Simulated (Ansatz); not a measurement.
Geometry optimisation, Ansatz, DFT LDA, scalar-relativistic, plane waves, PAW.

The input (input.yaml):

```yaml
accuracy: low
crystal:
  lattice:
    - [7.529072, 0.0, 0.0]
    - [0.0, 7.529072, 0.0]
    - [0.0, 0.0, 7.529072]
  atoms:
    - { symbol: C, position: [0.9791809, 0.4559322, 0.7730465] }
    - { symbol: C, position: [0.8097809, 0.5433596, 0.8361806] }
    - { symbol: O, position: [0.6658359, 0.435153, 0.7771427] }
    - { symbol: H, position: [0.5563302, 0.4903845, 0.8171616] }
    - { symbol: H, position: [0.8102813, 0.5546909, 0.9817446] }
    - { symbol: H, position: [0.7994637, 0.678341, 0.7814897] }
    - { symbol: H, position: [1.0951344, 0.5329762, 0.8143547] }
    - { symbol: H, position: [0.9897019, 0.3223258, 0.828411] }
    - { symbol: H, position: [0.9788971, 0.4458293, 0.6283937] }
    - { symbol: C, position: [-0.0892373, 0.3918686, 0.335169] }
    - { symbol: C, position: [0.0670476, 0.5040785, 0.2776383] }
    - { symbol: O, position: [0.1401228, 0.4227281, 0.1228596] }
    - { symbol: H, position: [0.2407301, 0.4940206, 0.0849245] }
    - { symbol: H, position: [0.0232801, 0.6404385, 0.249215] }
    - { symbol: H, position: [0.1660975, 0.5109802, 0.3846851] }
    - { symbol: H, position: [-0.1514144, 0.4476004, 0.453977] }
    - { symbol: H, position: [-0.1879348, 0.3861164, 0.2290923] }
    - { symbol: H, position: [-0.0452869, 0.2568116, 0.3644016] }
    - { symbol: C, position: [0.4031233, 0.2396509, 0.9511101] }
    - { symbol: C, position: [0.3748275, 0.1037034, 0.8060466] }
    - { symbol: O, position: [0.189294, 0.1010755, 0.767514] }
    - { symbol: H, position: [0.1698661, 0.0139891, 0.6743366] }
    - { symbol: H, position: [0.4522327, 0.1397155, 0.6876022] }
    - { symbol: H, position: [0.4207697, -0.0275611, 0.850504] }
    - { symbol: H, position: [0.5436222, 0.2480284, 0.9868487] }
    - { symbol: H, position: [0.3584454, 0.3701125, 0.9062745] }
    - { symbol: H, position: [0.3270197, 0.2030343, 1.0689831] }
    - { symbol: C, position: [0.6447769, -0.0564408, 0.3918749] }
    - { symbol: C, position: [0.6209886, 0.1298544, 0.320783] }
    - { symbol: O, position: [0.6195844, 0.246709, 0.4699719] }
    - { symbol: H, position: [0.6043393, 0.3668446, 0.4254911] }
    - { symbol: H, position: [0.7299431, 0.1631092, 0.2294563] }
    - { symbol: H, position: [0.4960976, 0.1394739, 0.2457682] }
    - { symbol: H, position: [0.6469512, -0.1528704, 0.2833209] }
    - { symbol: H, position: [0.7694134, -0.0659852, 0.465368] }
    - { symbol: H, position: [0.5358453, -0.0895925, 0.4816604] }
basis:
  ecutwfc: 420.0
kpoints:
  mp_grid: { grid: [1, 1, 1] }
hamiltonian:
  xc: lda
scf:
  occupations: { method: fermi_dirac, width: 0.02 }
  lower_state_search: "off"
relax:
  f_tol: 0.3
  max_steps: 15
  adjacent_minimum: "off"
output:
  write_density: true
  write_potential: true
  elf: true
  volumetric_format: npy
```

Run as:

```bash
$ ansatz run input.yaml --threads 1 --pin off --max-ram 3072MiB --backend cpu --events-out ev --progress --plain --runs-dir out
```

Question: Where does it end, and by what steps?

Answer: The run converged. The threshold is loose, so the end isn't yet a minimum. The force dipped under the threshold on the way, but the program's further checks kept it going. Limits of this set-up: coarse k mesh, low accuracy level. After 10 steps the energy has fallen by 1.198 eV; H31 moved furthest, 1.44 Å.

| step | energy less start (eV) | largest force component (eV/Å) | accepted |
| --- | --- | --- | --- |
| 0 | 0.0000 | 1.164 | yes |
| 1 | -0.4471 | 0.547 | yes |
| 2 | -0.6469 | 0.332 | yes |
| 3 | -0.7847 | 0.458 | yes |
| 4 | -0.8835 | 0.531 | yes |
| 5 | -0.9531 | 0.678 | yes |
| 6 | -1.0157 | 0.783 | yes |
| 7 | -1.0780 | 0.593 | yes |
| 8 | -1.1436 | 0.456 | yes |
| 9 | -1.1978 | 0.284 | yes |
| 10 | -1.1978 | 0.284 | yes |

```xyz
36
Lattice="7.5291 0.0000 0.0000 0.0000 7.5291 0.0000 0.0000 0.0000 7.5291" Properties=species:S:1:pos:R:3
C 7.603 3.800 5.598
C 6.202 4.013 6.097
O 5.305 3.257 5.303
H 4.533 2.985 5.845
H 6.142 3.700 7.164
H 5.931 5.092 6.048
H 8.302 4.471 6.125
H 7.934 2.756 5.750
H 7.656 4.037 4.518
C -1.160 3.394 2.373
C -0.090 4.326 1.898
O 0.807 3.576 1.106
H 1.514 4.163 0.781
H -0.535 5.167 1.319
H 0.438 4.775 2.776
H -1.863 3.891 3.062
H -1.728 2.984 1.515
H -0.691 2.547 2.912
C 3.108 2.049 7.220
C 2.921 0.748 6.496
O 1.587 0.703 6.032
H 1.534 0.094 5.279
H 3.637 0.666 5.653
H 3.122 -0.094 7.199
H 4.133 2.126 7.629
H 2.886 2.895 6.532
H 2.397 2.146 8.059
C 4.967 -1.056 2.745
C 4.860 0.445 2.660
O 4.783 0.965 3.970
H 5.227 1.841 4.074
H 5.737 0.850 2.121
H 3.959 0.733 2.073
H 4.987 -1.511 1.738
H 5.890 -1.341 3.279
H 4.117 -1.484 3.300
```

Whether the end is a true minimum wasn't checked by a vibrational analysis.

Time of the run: 28 s on 1 thread of Arm Neoverse V1, with other jobs on the host, peak memory 0.39 GiB.
